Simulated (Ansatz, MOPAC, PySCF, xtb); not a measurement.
Noncovalent pair: H2S (SMILES S) (first 3 atoms) with C3H4 (SMILES C=C=C); geometry from B3LYP-D3(BJ)/def2-TZVP, rigid monomers moved along the line of their centres of mass till H3···C5 is 3.69 Å.
(charge 0, multiplicity 1):
```
atom    x (Å)    y (Å)    z (Å)
----  -------  -------  -------
S      0.1790   0.1532  -0.4999
H      0.3179  -1.1798  -0.4205
H      0.6680   0.3345   0.7400
C     -1.2870  -0.3504   4.1471
C     -0.0302  -0.0858   4.3439
C      1.2310   0.1823   4.5226
H     -1.9433  -0.6092   4.9699
H     -1.7121  -0.3153   3.1501
H      1.5690   1.1928   4.7227
H      1.9833  -0.5975   4.4886
```

Counterpoise-corrected where a basis set is named; no monomer relaxation.

Frozen-core correlation. Rows in 6-31G* carry no dispersion term and start afresh at each structure (6-31G* with six Cartesian d functions). The state reached by PM6, PM7 isn't checked; PM7 holds dispersion and hydrogen-bond terms.

Codes used: Ansatz (an electronic-structure program) with Gaussian orbitals; MOPAC for PM6, PM7 (differences of heats of formation); PySCF for 6-31G* rows, the dispersion terms; xtb for the GFN methods. 

```json
[
 {"level": "PM6", "interaction energy (kcal/mol)": "-0.30"},
 {"level": "PM7", "interaction energy (kcal/mol)": "-0.89"},
 {"level": "GFN2-xTB", "interaction energy (kcal/mol)": "-0.85"},
 {"level": "PBE-D4/def2-TZVPPD", "interaction energy (kcal/mol)": "-1.13"},
 {"level": "B3LYP/6-31G*", "interaction energy (kcal/mol)": "-0.33"},
 {"level": "B3LYP/def2-TZVPPD", "interaction energy (kcal/mol)": "-0.31"},
 {"level": "B3LYP-D3(BJ)/def2-TZVPPD", "interaction energy (kcal/mol)": "[?]"},
 {"level": "PBE0-D3(BJ)/def2-TZVPPD", "interaction energy (kcal/mol)": "-1.13"},
 {"level": "MP2/aug-cc-pV(D+d)Z", "interaction energy (kcal/mol)": "[?]"}
]
```

Q: Fill in the missing entries.

A: 
- B3LYP-D3(BJ)/def2-TZVPPD, interaction energy (kcal/mol): -0.95
- MP2/aug-cc-pV(D+d)Z, interaction energy (kcal/mol): -1.00
